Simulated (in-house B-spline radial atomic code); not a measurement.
**How G0W0 and RPA depend on the start: Sn XXXIII (Sn32+)**

Configuration [Ne] 3s2 3p6. Computed with an all-electron radial atomic-structure program (B-spline basis): all electrons, non-relativistic, point nucleus, each spin shell either full or empty, empty states to l = 9 with an (l + 1/2)⁻⁴ tail; G0W0 by contour deformation at full frequency.

Without relativity these are model numbers: it shifts the levels of so heavy an element strongly and can reorder them.

```
       start  mean-field 3p (eV)  G0W0 (eV)  QP weight  RPA correlation (Eh)
Hartree-Fock            -2066.91          ?          ?                     ?
         PBE            -2031.21   -2067.54      0.977               -1.6053
        SCAN            -2034.56          ?          ?                     ?
        TPSS            -2031.99   -2067.62      0.977               -1.5983
   BHandHLYP            -2049.78   -2067.88      0.983               -1.5076
```

(1) What G0W0 level, weight and RPA correlation energy follow from the Hartree-Fock start?

(2) What G0W0 level, weight and RPA correlation energy follow from the SCAN start?

(3) How much of the dependence on the start does G0W0 remove?

## Answers

(1) G0W0 level -2068.10 eV, weight 0.987, RPA correlation -1.433 hartree.

(2) G0W0 level -2067.74 eV, weight 0.978, RPA correlation -1.5829 hartree.

(3) The mean-field levels span 35.7 eV and the G0W0 levels 0.553 eV. Against 2074 ± 6 eV (NIST, semi-empirical) the G0W0 removal energies are off by -6.46 to -5.90 eV, with relativity, Breit and QED terms left out.
